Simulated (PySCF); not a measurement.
Core-level binding energies of `[CH3][GeH-][PH2]`

Species: CH6GeP (charge -1).
Numbering: `[CH3:1][GeH-:2][PH2:3]`

Computed with PySCF 2.14.0, delta-SCF UKS SCAN, pcX-2 on the ionised atom, pcseg-1 elsewhere, spin-free X2C. These are vertical core ionisation energies against the vacuum level, from separate self-consistent calculations with and without the core hole.

Question: What binding energy does each computed site have?

Answer: 
```json
{"atom(s)": "P3", "environment": "three-coordinate phosphorus", "level": "P 2p3/2", "binding energy (eV)": "130.49", "2p1/2 (eV)": "131.38", "count": "1"}
{"atom(s)": "C1", "environment": "sp3 carbon bound to germanium", "level": "C 1s", "binding energy (eV)": "284.77", "2p1/2 (eV)": "–", "count": "1"}
{"atom(s)": "P3", "environment": "three-coordinate phosphorus", "level": "P 1s", "binding energy (eV)": "2144.06", "2p1/2 (eV)": "–", "count": "1"}
```

Question: Give the binding energy of P 2p3/2 of P3 in hartree and in kJ/mol.

Answer: 130.49 eV = 4.7954 Eh = 12590 kJ/mol.

The 2p values aren't plain energy differences: one relaxed spin-free 2p hole is combined with a matrix within the shell (ground-state 2p orbital-energy differences and spin–orbit coupling). 2p3/2, the mean of its two sublevels, lies a third of the splitting below the shell's mean and 2p1/2 two thirds above it; the statistical areas are 2:1. 2p1/2 minus 2p3/2 (ligand field included): P 0.89 eV. No level of germanium is listed. The species carries charge -1, so core ionisation leaves a neutral species. The basis sets have no added diffuse functions. The structure is a single PBE0-D3(BJ)/def2-SVP conformer in the gas phase; no vibrational or solvent corrections. The geometry's basis has no diffuse functions, a weakness for an anion.

Shape of the structure used: `[CH3:1][GeH-:2][PH2:3]`: H–P3–Ge2–C1 169°, H–P3–Ge2–C1 -99°.
